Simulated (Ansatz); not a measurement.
Computed with Ansatz on PBE0-D4/def2-TZVP structures; ΔE is electronic, products minus reactants. CBS: MP2 limit from def2 TZ/QZ plus the TZ coupled-cluster correction, frozen cores. This one scheme is used for every species. Functionals use def2-TZVPP. Each species was taken in one conformer, which may not be the lowest.

`N=C=CNB[SiH3]` + `C=N` → `C=NB[SiH3]` + `N=C=CN`  (ligand exchange at a B–N bond)

| level | ΔE (kJ/mol) |
| --- | --- |
| ωB97M-V | 26.1 |
| MP2/CBS(def2) | 29.6 |

(1) What does CCSD(T)/CBS give? (Estimate.)

Largest T1 diagnostic among the species: 0.017.

Results:

(1) Ansatz gave: +30.7 kJ/mol. The listed levels differ from it by -4.6, -1.1 kJ/mol.

From PBE to PBE0 (25 % exact exchange), in def2-TZVPP and without D4, ΔE moves by +7.0 kJ/mol. In def2-TZVPP, CCSD(T) changes the Hartree–Fock value by −3.4 kJ/mol (the triples alone add −0.6 kJ/mol) and MP2 by −4.5 kJ/mol.
